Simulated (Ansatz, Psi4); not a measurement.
Ansatz (a quantum-chemistry and plane-wave program) was given this input:
Ansatz 0.2 input:
```yaml
crystal:
  periodic: [false, false, false]
  atoms:
    - {symbol: K, position_ang: [-0.00000000, -0.00000000, -1.05363639]}
    - {symbol: O, position_ang: [0.00000000, 0.00000000, 2.11672093]}
    - {symbol: H, position_ang: [0.00000000, 0.00000000, 3.08532400]}
basis:
  gaussian:
    orbitals: def2-SVP
hamiltonian:
  xc: {name: wB97M-V}
total_charge: -1
magnetization: {spin_polarized: true, initial_magnetization: 1}
accuracy: high
```

Question: Convert this to an input for Psi4.

Answer: This is not unique; one that fits is 
```
memory 2 GB

molecule mol {
-1 2
K    -0.000000   -0.000000   -1.053636
O     0.000000    0.000000    2.116721
H     0.000000    0.000000    3.085324
}

set {
  basis def2-svp
  reference uks
  scf_type pk
  puream true
  d_convergence 1e-8
  dft_radial_points 99
  dft_spherical_points 590
}

energy('wb97m-v')
print_variables()
```

Both were run: Ansatz gave -675.515293 Eh and Psi4 -675.515274 Eh, 0.019 mEh apart.
